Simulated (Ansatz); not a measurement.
The pair A = GeH4 (SMILES [GeH4]) (first 5 atoms), B = CH2O2 (SMILES O=CO); geometry from B3LYP-D3(BJ)/def2-TZVP.
(charge 0, multiplicity 1):
```xyz
10

Ge    -0.2849     0.1427     0.1368
H     -0.8139    -0.2185    -1.2618
H     -0.6826     1.5760     0.4963
H      1.2322    -0.0508     0.1921
H     -0.9535    -0.8310     1.1351
O      0.8459     0.9097     3.1948
C      0.4223     0.2471     4.1002
O     -0.4506    -0.7614     3.9804
H      0.6960     0.3803     5.1546
H     -0.6754    -0.8563     3.0360
```

Cores are frozen in the correlated methods. Filled d and f shells under p-block atoms count as core. MP2 and its Hartree–Fock in aug-cc-pVTZ are density fitted.

Programs: Ansatz (Gaussian orbitals). 

The counterpoise-corrected interaction energy is E(AB) − E(A in the pair's basis) − E(B in the pair's basis). Total energies (hartree):

```
level                           AB  A in the pair's basis  B in the pair's basis
-------------------  -------------  ---------------------  ---------------------
HF/aug-cc-pVDZ       -2266.4416388          -2077.6440292           -188.7975863
MP2/aug-cc-pVDZ      -2267.0921090          -2077.7623967           -189.3266092
HF/aug-cc-pVTZ       -2266.5622771          -2077.7179144           -188.8442953
MP2/aug-cc-pVTZ      -2267.3498339          -2077.8593170           -189.4868179
CCSD(T)/aug-cc-pVDZ  -2267.1552403          -2077.7959282           -189.3561381
```

**Question.** Work out the counterpoise-corrected interaction energy at the basis-set limit: extrapolate the MP2 correlation part as X⁻³, take Hartree–Fock from the larger set, and add the CCSD(T) − MP2 difference of aug-cc-pVDZ.

**Answer.** 
1. Differences (1 hartree = 627.509 kcal/mol): HF/aug-cc-pVDZ -0.015; MP2/aug-cc-pVDZ -1.947; HF/aug-cc-pVTZ -0.042; MP2/aug-cc-pVTZ -2.321; CCSD(T)/aug-cc-pVDZ -1.992.
2. Correlation parts, MP2 less HF: -1.933 in aug-cc-pVDZ (X = 2), -2.279 in aug-cc-pVTZ (X = 3).
3. Limit (3³·(-2.279) − 2³·(-1.933))/(3³ − 2³) = -2.425; with HF/aug-cc-pVTZ it gives -2.467.
4. CCSD(T) less MP2 in aug-cc-pVDZ: -0.045.
Result: -2.51 kcal/mol, against -1.95 at MP2/aug-cc-pVDZ. It is an estimate of this method's limit, not of the exact value.

Ansatz is an electronic-structure program.
